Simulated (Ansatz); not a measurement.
Relaxation of GaH4N (6 atoms, charge 0, multiplicity 1), to a largest force component of 0.02 eV/Å in at most 40 steps.

Computed with RKS PBE0-D4/def2-SVP (Ansatz).

```xyz
6
Properties=species:S:1:pos:R:3
Ga 0.000 0.000 0.000
N 0.000 0.000 1.930
H -0.877 -0.271 2.460
H 0.877 0.271 2.460
H 1.360 0.000 -0.785
H -1.360 0.000 -0.785
```

Task: Where does it end, and by what steps?

Result: It converged. After 5 steps the energy has fallen by 0.354 eV; H4 moved furthest, 0.21 Å.

```
step  energy less start (eV)  largest force component (eV/Å)  accepted
   0                  0.0000                           1.863       yes
   1                 -0.2922                           1.113       yes
   2                 -0.3333                           0.676       yes
   3                 -0.3505                           0.311       yes
   4                 -0.3517                           0.126       yes
   5                 -0.3536                           0.004       yes
```

```xyz
6
Properties=species:S:1:pos:R:3
Ga 0.000 0.000 0.019
N 0.000 0.000 1.830
H -0.834 -0.074 2.400
H 0.834 0.074 2.400
H 1.391 0.123 -0.684
H -1.391 -0.123 -0.684
```

The run took 14 s on 1 thread of Intel(R) Xeon(R) Platinum 8259CL CPU @ 2.50GHz (Skylake/Cascade Lake) (shared host), peak memory 0.15 GiB.
